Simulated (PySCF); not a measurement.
Compound: Mo(CH)Cl3, CHCl₃Mo (singlet state).
Bonds: Mo1–C2, Mo1–Cl4, Mo1–Cl5, Mo1–Cl6. Hydrogens: H3 on C2.

Method: PBE0-D3(BJ)/def2-SVP geometry optimisation, gas phase, def2 core potentials past Kr (PySCF); density fitting, grid level 1; the optimiser is geomeTRIC in internal coordinates, started from a GFN2-xTB structure with every atom displaced at random (about 0.03 Å).

Geometry at step 0:
```
atom  x, y, z in Å
Mo1     0.0561   -0.0805   -0.4426
C2      0.0014   -0.0012    1.3603
H3     -0.0274    0.0121    2.4132
Cl4     2.1752    0.0027   -1.1556
Cl5    -1.0733    1.7795   -1.1483
Cl6    -1.0689   -1.8086   -1.0963
```

Problem. What forces act on the atoms?

Solution. 
| atom | Fx (eV/Å) | Fy (eV/Å) | Fz (eV/Å) |
| --- | --- | --- | --- |
| Mo1 | -0.099 | 2.409 | 3.793 |
| C2 | 0.349 | -0.430 | -5.621 |
| H3 | -0.052 | 0.069 | 1.693 |
| Cl4 | 0.355 | -0.129 | 0.146 |
| Cl5 | 0.275 | -0.359 | 0.271 |
| Cl6 | -0.828 | -1.559 | -0.283 |

The largest, 5.65 eV/Å, acts on C2; the rms over all components is 1.804 eV/Å. The forces sum to zero within rounding, as they must for an isolated molecule in no field.

Problem. Give the force on C2 in Eh/bohr and in nN.

Solution. 5.648 eV/Å ÷ 51.422 = 0.10983 Eh/bohr, and 5.648 eV/Å × 1.602 = 9.05 nN.

Problem. How far is this geometry from the end of the optimisation?

Solution. 0.440 eV above it, and 0.133 Å rms away after alignment. The bonds farthest from their final lengths, with half the difference of the two atoms' forces along the bond (positive lengthens):

```json
{"bond": "Mo1–C2", "now (Å)": "1.806", "final (Å)": "1.698", "force along bond (eV/Å)": "-4.77"}
{"bond": "Mo1–Cl6", "now (Å)": "2.163", "final (Å)": "2.253", "force along bond (eV/Å)": "+2.39"}
{"bond": "C2–H3", "now (Å)": "1.053", "final (Å)": "1.094", "force along bond (eV/Å)": "+3.66"}
{"bond": "Mo1–Cl5", "now (Å)": "2.288", "final (Å)": "2.254", "force along bond (eV/Å)": "-0.67"}
{"bond": "Mo1–Cl4", "now (Å)": "2.237", "final (Å)": "2.255", "force along bond (eV/Å)": "+0.75"}
```

The angle farthest from its final value is Cl5–Mo1–Cl6, 107.4° against 114.1°.

Of the 5 listed bonds off by 0.010 Å or more, this force points towards the final length in 5.

The cost below is that of the whole optimisation. On Arm Neoverse V2, one thread, shared host with 96 logical CPUs at a one-minute load of 28, this took 70 s and 0.40 GiB of memory at its peak.
